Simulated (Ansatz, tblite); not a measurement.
Isomers of Si₈H₆ (singlet), found by a short tight-binding search and relaxed with PBE-D4/def2-SVP in Ansatz.

The xTB rows come from tblite. Correlated methods freeze 40 core orbitals.

Run but left out: HF/def2-SVP (A: restricted singlet, unstable towards broken spin symmetry).

A: The restricted singlet is unstable towards broken spin symmetry in Hartree–Fock (as tested in another run); at r2SCAN-D4/def2-TZVP, PBE0-D4/def2-TZVP, CAM-B3LYP-D4/def2-TZVP, ωB97X-V/def2-TZVP this wasn't settled. At CCSD(T)/def2-SVP T1 of the charge 0 singlet is large (up to 0.023), so the single-reference result is doubtful. At CCSD(T)/def2-SVP the restricted singlet (for correlated methods, its reference) is unstable: a solution with broken spin symmetry lies lower. B: The restricted singlet is unstable towards broken spin symmetry in Hartree–Fock (as tested in another run); at PBE-D4/def2-TZVP, r2SCAN-D4/def2-TZVP, PBE0-D4/def2-TZVP, CAM-B3LYP-D4/def2-TZVP and others this wasn't settled. At CCSD(T)/def2-SVP T1 of the charge 0 singlet is large (up to 0.027), so the single-reference result is doubtful. At CCSD(T)/def2-SVP the restricted singlet (for correlated methods, its reference) is unstable: a solution with broken spin symmetry lies lower. C: The restricted singlet is unstable towards broken spin symmetry in Hartree–Fock (as tested in another run); at PBE-D4/def2-TZVP, r2SCAN-D4/def2-TZVP, PBE0-D4/def2-TZVP, CAM-B3LYP-D4/def2-TZVP and others this wasn't settled. At CCSD(T)/def2-SVP T1 of the charge 0 singlet is large (up to 0.022), so the single-reference result is doubtful. At CCSD(T)/def2-SVP the restricted singlet (for correlated methods, its reference) is unstable: a solution with broken spin symmetry lies lower.

Other spin states weren't relaxed.

A:

```
atom   x (Å)   y (Å)   z (Å)
 Si1   1.649   1.054   3.358
 Si2  -1.094  -1.662  -1.234
 Si3   0.386  -0.530   2.259
 Si4   0.466   1.470  -0.822
 Si5   1.206  -0.527  -1.922
 Si6  -1.417   0.499  -1.754
 Si7   0.471   1.782   1.500
 Si8   0.705  -1.592   0.186
  H9   0.744   2.798  -1.485
 H10  -0.612  -1.323   3.072
 H11  -1.839   0.779  -3.181
 H12   1.285  -2.968   0.399
 H13  -1.546  -2.762  -2.160
 H14  -0.404   2.982   1.784
```

B:

Cartesian coordinates in Å:
```
Si 0.1475 -1.7861 -0.0731
Si 1.5636 -0.0558 0.5094
Si -1.3647 -0.6891 -1.8830
Si 0.1064 -2.5188 -2.2765
Si 1.1746 1.2127 2.4239
Si -1.3080 1.5688 -2.4770
Si -0.1538 1.2082 -0.5363
Si -0.6792 1.9980 1.5808
H -2.7580 -1.1344 -1.4999
H -1.7670 2.8965 2.1032
H 2.9108 -0.0440 -0.1581
H 1.6912 0.9977 3.8213
H 1.3109 -1.5887 -2.5356
H -0.8743 -2.0650 1.0009
```

C:

```xyz
14

Si   -0.597    1.874    0.021
Si   -2.152    0.580    1.115
Si    2.606   -0.407    1.241
Si    0.707   -0.928   -2.288
Si    1.430    0.652   -0.470
Si   -0.370    1.133   -2.188
Si   -1.285   -1.406    1.441
Si    0.589   -1.566    0.087
H     3.397   -1.168    0.145
H     0.246    2.151   -3.131
H    -0.479    3.348    0.310
H     1.270   -2.907    0.051
H    -2.163   -2.602    1.702
H    -3.200    1.246    1.964
```

Q: Estimate which lies lowest at each level, and how far above it the others are (eV).

A: 
```
                 level     A     B     C
              GFN1-xTB  0.00  0.44  0.46
              GFN2-xTB  0.08  0.00  0.35
      PBE-D4/def2-TZVP  0.00  0.58  0.39
   r2SCAN-D4/def2-TZVP  0.00  0.65  0.50
     PBE0-D4/def2-TZVP  0.00  0.70  0.52
CAM-B3LYP-D4/def2-TZVP  0.00  0.76  0.64
     ωB97X-V/def2-TZVP  0.00  0.91  0.78
          MP2/def2-SVP  0.00  0.70  0.50
         CCSD/def2-SVP  0.00  0.77  0.66
      CCSD(T)/def2-SVP  0.00  0.69  0.55
```
Point groups (tolerance 0.1 Å): A not assigned, B not assigned, C not assigned. Lower isomers may exist.
